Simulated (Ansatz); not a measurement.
Consider the substitution at a C–Si bond: `CB[SiH2]CC` + `[SH][SnH3]` → `CC[S][SnH3]` + `CB[SiH3]`.

Program: Ansatz. Geometries: PBE0-D4/def2-TZVP. ΔE: electronic, gas phase. CBS: MP2 limit from def2 TZ/QZ plus the TZ coupled-cluster correction, frozen cores. Functionals use def2-TZVPP. B3LYP here is the variant with VWN-RPA as its local correlation; programs differ in this. Elements past krypton have def2 core potentials. For Sn outer-core shells are correlated without core-valence functions, which leaves a few kJ/mol of doubt a bond. One conformer a species, not always the lowest.

`CB[SiH2]CC`:

```xyz
16

C    -1.793    0.142    1.400
B    -1.087    1.292    0.629
Si    0.144    1.034   -0.951
C     0.787   -0.725   -1.162
C     1.700   -1.164   -0.021
H    -1.930    0.347    2.465
H    -2.816    0.134    0.983
H    -1.388   -0.862    1.263
H    -1.365    2.419    0.940
H    -0.624    1.443   -2.170
H     1.309    1.967   -0.853
H     1.314   -0.796   -2.119
H    -0.074   -1.398   -1.242
H     2.051   -2.191   -0.154
H     2.583   -0.523    0.050
H     1.189   -1.117    0.945
```

`[SH][SnH3]`:

Cartesian coordinates in Å:
```
S -0.606 -0.480 -1.694
Sn -0.083 0.101 0.581
H 0.652 -0.296 -2.128
H 0.522 1.695 0.635
H 1.076 -0.989 1.195
H -1.561 -0.031 1.411
```

`CC[S][SnH3]`:

```xyz
12

C     0.632    0.302   -1.484
C     1.299    0.106   -0.140
S     0.630   -1.279    0.841
Sn   -1.530   -0.416    1.415
H    -0.417    0.587   -1.375
H     0.667   -0.616   -2.074
H     1.134    1.095   -2.047
H     1.262    1.018    0.460
H     2.354   -0.148   -0.268
H    -2.075   -1.330    2.744
H    -1.326    1.234    1.814
H    -2.630   -0.552    0.114
```

`CB[SiH3]`:

Cartesian coordinates in Å:
```
C 0.469 -1.092 1.040
B 0.480 -0.380 -0.336
Si -0.712 1.175 -0.823
H 1.274 -0.571 1.591
H 0.770 -2.142 1.016
H -0.434 -0.969 1.639
H 1.272 -0.740 -1.164
H 0.066 2.302 -1.414
H -1.510 1.709 0.318
H -1.674 0.708 -1.867
```

| level | ΔE (kcal/mol) | difference from CCSD(T)/CBS |
| --- | --- | --- |
| PBE-D4 | 8.6 | -0.3 |
| r2SCAN-D4 | 9.4 | 0.5 |
| PBE0-D4 | 9.3 | 0.4 |
| B3LYP-D4 | 8.8 | -0.1 |
| ωB97X-V | 9.3 | 0.4 |
| ωB97M-V | 9.8 | 0.9 |
| B2PLYP | 9.2 | 0.3 |
| PBE | 8.8 | -0.1 |
| r2SCAN | 9.4 | 0.5 |
| PBE0 | 9.4 | 0.5 |
| B3LYP | 9.3 | 0.4 |
| HF/def2-TZVPP | 9.7 | 0.8 |
| MP2/def2-TZVPP | 9.1 | 0.2 |
| SCS-MP2/def2-TZVPP | 8.8 | -0.1 |
| CCSD/def2-TZVPP | 9.8 | 0.9 |
| CCSD(T)/def2-TZVPP | 9.4 | 0.5 |
| HF/def2-QZVPP | 9.7 | 0.8 |
| MP2/def2-QZVPP | 8.8 | -0.1 |
| SCS-MP2/def2-QZVPP | 8.6 | -0.3 |
| HF/CBS(def2) | 9.7 | 0.8 |
| MP2/CBS(def2) | 8.6 | -0.3 |
| CCSD/CBS(def2) | 9.3 | 0.4 |
| CCSD(T)/CBS | 8.9 | 0 |

Largest T1 diagnostic among the species: 0.012.
